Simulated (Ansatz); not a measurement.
The same path of H3SbTe (5 atoms, charge 0, multiplicity 1) was run twice with different band settings. The coordinate that changes most is the dihedral H3–Sb1–Te2–H5.

All numbers below come from RKS CAM-B3LYP-D4/def2-SVP in Ansatz.

Relaxed end points:

```xyz
5
Properties=species:S:1:pos:R:3
Sb -0.749 -0.997 -0.531
Te 0.191 1.579 -0.995
H -1.208 -0.699 1.090
H 0.764 -1.618 -0.029
H 1.052 1.661 0.424
```

```xyz
5
Properties=species:S:1:pos:R:3
Sb -0.613 -0.752 -0.491
Te 0.931 1.358 0.445
H -1.388 -1.010 1.014
H 0.567 -1.934 -0.112
H 0.552 2.265 -0.896
```

Common settings: spring 5.0 eV/Å²; optimiser quadratic models (default); start path IDPP; force threshold 0.05 eV/Å; end points relaxed.

| run | movable images | climbing image | iteration limit |
| --- | --- | --- | --- |
| 1 | 7 | yes | 33 |
| 2 | 8 | no | 38 |

Q: What does each run give, and how far can it be trusted?

A: Run 1: converged after 7 iterations, highest image 0.082 eV above the first end. A vibrational analysis at the climbing image gives one clearly imaginary mode, 182i cm⁻¹: a first-order saddle point.
Run 2: converged after 7 iterations, highest image 0.082 eV above the first end. No image climbed, so the highest image needn't sit at the top of the path.
